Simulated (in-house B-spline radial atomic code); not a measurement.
## Ionising Bi8+ with different functionals

Computed with a B-spline radial code for spherical atoms: scalar-relativistic (spin-free X2C) Hamiltonian, Fermi nucleus of rms radius 5.5211 fm, spin-polarised at highest spin, spherical fractional occupations for the functionals, the average over the highest-spin determinants for Hartree-Fock. The ionisation energy is the difference of two self-consistent energies, [Xe] 4f14 5d7 → [Xe] 4f14 5d6, without Breit or QED terms; ε is the level of the shell that loses the electron (its least bound occupied spin orbital). There is no spin-orbit coupling in this Hamiltonian.

Hybrids are left out here: with spherical fractional occupations of an open shell their exact exchange keeps a self-interaction that integer-occupation calculations don't have.

| method | rung | ΔSCF (eV) | -ε(5d) (eV) |
| --- | --- | --- | --- |
| Hartree-Fock | Hartree-Fock | 141.45 | 142.41 |
| LDA VWN5 | LDA | 143.67 | 134.25 |
| LDA PW92 | LDA | 143.66 | 134.24 |
| LDA exchange-only | LDA | 141.38 | 132.04 |
| PBE | GGA | 143.14 | 133.77 |
| PBEsol | GGA | 143.20 | 133.83 |
| BLYP | GGA | ? | ? |
| RPBE | GGA | 143.04 | 133.69 |
| PW91 | GGA | 143.27 | 133.89 |
| BP86 | GGA | 143.30 | 133.92 |
| AM05 | GGA | 143.30 | 133.92 |
| OLYP | GGA | 143.48 | 134.12 |
| TPSS | meta-GGA | 143.03 | 133.69 |
| SCAN | meta-GGA | ? | ? |
| r2SCAN | meta-GGA | 142.97 | 133.76 |
| revTPSS | meta-GGA | 143.06 | 133.72 |

What does SCAN give?

ΔSCF 142.94 eV, and -ε(5d) = 133.71 eV.

What does BLYP give?

ΔSCF 143.00 eV, and -ε(5d) = 133.60 eV.

How do they compare with the NIST value?

NIST lists 143 eV ± 2.2 (tabulated theory, ground level to ground level). Errors run from -1.62 to +0.67 eV; all lie within about twice that uncertainty, so the table can't rank the methods. Hartree-Fock also lacks correlation.
